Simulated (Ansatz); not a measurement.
FH6NOSi2 (`O[SiH](F)N[SiH3]`). Charge 0, multiplicity 1.

Cartesian coordinates in Å:
```
O -1.9491 -1.3848 -0.9460
Si -1.3080 0.0031 -0.3862
F -1.5804 0.1894 1.1764
N 0.3920 0.0533 -0.5090
Si 1.5489 0.5107 0.7029
H -1.5702 -2.2127 -0.6448
H -2.0288 1.0647 -1.1067
H 0.7837 -0.1623 -1.4142
H 1.6991 -0.5262 1.7572
H 2.8536 0.6808 0.0123
H 1.1592 1.7842 1.3581
```

(1) Give the diagnostics of a CCSD(T)/def2-TZVPP run (frozen core, Ansatz 0.2.0). (Estimate.)

Results:

(1) Ansatz gave: T1 = 0.0113, largest single amplitude 0.012, largest double 0.015, (T) share of the correlation energy 3.2 %, 9 CCSD cycles. The RHF solution is stable towards an unrestricted one. T1 lies under the customary mark of 0.02 for closed shells.
